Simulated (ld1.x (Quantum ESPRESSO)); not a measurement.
Building the TM potential for Ar (Z = 18) (PBEsol, scalar-relativistic).

argon (Ar), norm-conserving Troullier–Martins (Kleinman–Bylander form), made with ld1.x (Quantum ESPRESSO) 7.5 (PBEsol, scalar-relativistic). Core [Ne], reference 3s2 3p5 (charge +1). Waves: 3p (bound): rc 1.40 bohr; 3d channel at 0.1 Ry: rc 1.30 bohr; 3s (bound): rc 0.90 bohr. Local part: the s channel. Core correction: Bessel-smoothed model core inside 0.90 bohr.

All-electron outer shells of the reference configuration (PBEsol, scalar-relativistic, ld1.x):

```json
{"shell": "3s", "level (eV)": "-36.60", "outermost node (bohr)": "0.52", "outermost maximum (bohr)": "1.16"}
{"shell": "3p", "level (eV)": "-22.07", "outermost node (bohr)": "0.49", "outermost maximum (bohr)": "1.26"}
```

Results:

| Quantity | Value |
| --- | --- |
| Cutoffs needed | 160 Ry and 300 Ry (the cutoffs (Ry, on a coarse ladder) from which the occupation-weighted sum of valence levels, in a spherical-Bessel basis at the reference potential, stays within 10 and 1 mRy of its value at 400 Ry) |
| Ghost test | no extra level below or beside the all-electron valence levels (p, d, s, f tested) (spherical-Bessel basis up to 400 Ry, 20 bohr box) |
| Largest excitation error | +204 meV (all-electron minus pseudo) for 3s2 3p2, out of 6 test configurations |

Generation and tests took about 1.5 s on one core of a shared server CPU.
